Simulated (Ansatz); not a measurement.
`[OH][Zr]([OH])([Cl])[Cl]` + `[F][Ge]([F])([F])[I]` → `[OH][Zr]([Cl])([Cl])[I]` + `[OH][Ge]([F])([F])[F]`  (redistribution)

Program: Ansatz. Geometries: PBE0-D4/def2-TZVP. ΔE: electronic, gas phase. CCSD(T)/CBS adds triple-zeta CCSD(T) − MP2 to the extrapolated MP2 energy (def2 sets, frozen cores). Functionals use def2-TZVPP. def2 core potentials past Kr. For Ge, I, Zr outer-core shells are correlated without core-valence functions, which leaves a few kJ/mol of doubt a bond. Scalar relativity is left out up to krypton. Each species was taken in one conformer, which may not be the lowest.

(1) Is it downhill or uphill in electronic energy at CCSD(T)/CBS, and by how much? (Estimate.)

(2) What do these levels give: PBE-QIDH, BHLYP, MP2/def2-SVP, CCSD/def2-SVP, HF/def2-TZVPP, CCSD/CBS(def2)? (Estimate.)

Largest T1 diagnostic among the species: 0.016.

## Answers

(1) Ansatz gave: Uphill: ΔE = +13.7 kJ/mol.

(2) The calculation gave: PBE-QIDH 7.8, BHLYP 19.7, MP2/def2-SVP 14.2, CCSD/def2-SVP 22.6, HF/def2-TZVPP 8.1, CCSD/CBS(def2) 16.7 kJ/mol.

From r2SCAN to r2SCAN0 (25 % exact exchange), in def2-TZVPP and without D4, ΔE moves by −4.1 kJ/mol. At CCSD(T), def2-SVP lies +6.1 kJ/mol from the extrapolated value and def2-TZVPP −8.0 kJ/mol.
